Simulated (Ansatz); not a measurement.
Geometry optimisation, RKS PBE0/6-31G* (Ansatz).

input.yaml

```yaml
crystal:
  periodic: [false, false, false]
  atoms:
    - { symbol: C, position_ang: [-0.759, 1.1654, -0.2854] }
    - { symbol: "N", position_ang: [-0.6421, -0.1987, 0.0741] }
    - { symbol: Al, position_ang: [-1.35207, -1.28289, -1.31474] }
    - { symbol: Si, position_ang: [-1.70595, -0.48461, 1.55094] }
    - { symbol: H, position_ang: [-1.2954, 1.278, -1.3098] }
    - { symbol: H, position_ang: [-1.4748, 1.7329, 0.4315] }
    - { symbol: H, position_ang: [0.194, 1.7508, -0.3259] }
    - { symbol: H, position_ang: [-2.94509, -1.08861, -1.77149] }
    - { symbol: H, position_ang: [-0.48091, -2.41007, -2.07606] }
    - { symbol: H, position_ang: [-1.1101, 0.32545, 2.6322] }
    - { symbol: H, position_ang: [-3.02331, -0.12622, 1.28057] }
    - { symbol: H, position_ang: [-1.57145, -1.9063, 1.91518] }
basis:
  gaussian: { orbitals: "6-31G*" }
hamiltonian:
  xc: pbe0
relax:
  f_tol: 0.015
  max_steps: 40
```

Run as:

```bash
$ ansatz run input.yaml --threads 1 --pin off --max-ram 2048MiB --backend cpu --events-out ev --progress --plain --runs-dir out
```

Problem. Where does it end, and by what steps?

Solution. The run converged. The force dipped under the threshold on the way, but the program's further checks kept it going. After 15 steps the energy has fallen by 1.305 eV; H8 moved furthest, 2.03 Å.

| step | energy less start (eV) | largest force component (eV/Å) | accepted |
| --- | --- | --- | --- |
| 0 | 0.0000 | 3.823 | yes |
| 1 | -0.5195 | 1.651 | yes |
| 2 | -0.7026 | 0.485 | yes |
| 3 | -0.7797 | 0.315 | yes |
| 4 | -0.8516 | 0.313 | yes |
| 5 | -0.9091 | 0.307 | yes |
| 6 | -0.9837 | 0.371 | yes |
| 7 | -1.0609 | 0.297 | yes |
| 8 | -1.1323 | 0.234 | yes |
| 9 | -1.1968 | 0.179 | yes |
| 10 | -1.2489 | 0.108 | yes |
| 11 | -1.2833 | 0.075 | yes |
| 12 | -1.2965 | 0.195 | yes |
| 13 | -1.3048 | 0.031 | yes |
| 14 | -1.3053 | 0.011 | yes |
| 15 | -1.3054 | 0.013 | yes |

```xyz
12
Properties=species:S:1:pos:R:3
C -1.248 1.310 -0.357
N -1.344 -0.125 -0.082
Al -1.372 -1.323 -1.421
Si -1.423 -0.557 1.603
H -1.203 1.500 -1.435
H -2.117 1.856 0.038
H -0.346 1.749 0.093
H -1.290 -0.732 -2.897
H -1.481 -2.864 -1.058
H -0.216 -0.082 2.345
H -2.610 0.061 2.269
H -1.515 -2.038 1.705
```

Whether the end is a true minimum wasn't checked by a vibrational analysis.

Run time: 86 s on 1 thread of Arm Neoverse V1, with other jobs on the host, peak memory 0.17 GiB.
